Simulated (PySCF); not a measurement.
Gas-phase reaction: SnF₄ + 2 H = SnHF₃ + HF

Energies from PySCF, thermal terms from the rigid-rotor harmonic-oscillator model, ideal gas at 1 bar. † marks an energy on the PBE0/def2-TZVP geometry and frequencies. CCSD(T) freezes the core. Open shells (unrestricted): H (multiplicity 2); the rest are closed-shell singlets. Sn: scalar-relativistic def2 core potential, no spin-orbit coupling. SnHF₃: computed as isolated molecules; such fragments, hydroxides, amides, oligomers or adducts are transient or little studied in the gas. CCSD(T) isn't extrapolated to the basis-set limit.

CCSD(T)/def2-SVP† gives ΔH°(298 K) = -402 kJ.

**Question.** What do BLYP/def2-TZVP†, LDA/def2-TZVP†, PBE0/def2-SVP† give?

**Answer.** BLYP/def2-TZVP†: -413 kJ; LDA/def2-TZVP†: -449 kJ; PBE0/def2-SVP†: -408 kJ. For scale, ΔH°(298 K) is -402 kJ at this level, -416 kJ at ωB97M-V/def2-TZVP†, and runs from -511 to -319 kJ over the 18 levels computed.
